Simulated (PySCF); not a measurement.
B(AsH2)(H)2 (AsBH4), SMILES B[AsH2]. Heavy atoms are numbered as in [BH2:1][AsH2:2]. Hydrogens are named by the atom that carries them.

The structure is a stationary point at r2SCAN-D4/def2-TZVP.

These are M06-2X/def2-TZVPD run with PySCF values and carry that method's errors.

ESP charges are fitted to the potential on shells at 1.4 to 2.0 van der Waals radii. Atomic charges (e), one atom of each kind:

| atom | ESP fit | IAO |
|---|---|---|
| B1 (BH2) | 0.14 | -0.18 |
| As2 (AsH2) | -0.16 | 0.18 |
| H on As2 | 0.06 | -0.02 |
| H on B1 | -0.04 | 0.03 |
